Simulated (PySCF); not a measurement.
# Basis and Hamiltonian dependence of the excitation energy of Zr²⁺

Zr²⁺ [Kr] 4d2 (3F) → Zr²⁺ [Kr] 4d1 5s1 (3D). Calculated with PySCF 2.14 from differences of total energies of unrestricted determinants, without spin-orbit coupling. Values in eV.

```tsv
basis	Hamiltonian	functions	UHF	PBE	PBE0	MP2 (valence)	CCSD(T) (valence)	CCSD(T) (valence and next inner shell)
Sapporo-DKH3-DZP-2012	spin-free X2C	52	2.370	2.375	2.513	2.343	n/a	n/a
aug-cc-pVDZ-PP with ECP28MDF	ECP	54	2.395	2.227	2.394	2.367	2.350	n/a
def2-TZVPPD with the def2 core potential (28 electrons)	ECP	56	2.364	2.185	2.356	2.340	2.328	2.101
ANO-RCC-VTZP	spin-free X2C	68	2.319	2.247	2.397	2.303	2.290	2.189
aug-cc-pwCVDZ-PP with ECP28MDF	ECP	70	2.345	2.162	2.333	2.325	2.310	2.032
x2c-TZVPPall	spin-free X2C	79	2.370	2.369	2.507	2.355	2.346	2.177
def2-QZVPPD with the def2 core potential (28 electrons)	ECP	81	2.305	2.079	2.256	2.283	2.270	2.081
aug-cc-pVTZ-PP with ECP28MDF	ECP	88	2.319	2.116	2.288	2.293	2.280	n/a
x2c-TZVPPall with one added diffuse shell each of s, p, d, f type	spin-free X2C	95	2.356	2.341	2.481	2.340	2.330	2.154
aug-cc-pVTZ-DK	spin-free X2C	102	2.291	2.224	2.372	2.268	2.256	n/a
aug-cc-pVTZ-PP with one added diffuse shell each of s, p, d, f, g type with ECP28MDF	ECP	113	2.319	2.115	2.288	2.293	n/a	n/a
aug-cc-pwCVTZ-PP with ECP28MDF	ECP	122	2.331	2.113	2.288	2.310	n/a	n/a
dyall-av2z	non-relativistic	136	3.021	3.010	3.157	3.003	n/a	n/a
```

Problem. Estimate the row for x2c-QZVPPall (spin-free X2C, 111 functions).

Solution. From the rows with the same Hamiltonian and similar size; the calculation gives UHF 2.30; PBE 2.22; PBE0 2.37; MP2 (valence) 2.28; CCSD(T) (valence) 2.27 (eV).

Frozen in the all-electron rows: valence: [Kr]; valence and next inner shell: [Ar] 3d10; with a core potential, the same shells as far as they lie outside it.

Non-relativistic rows lack the scalar-relativistic shift.
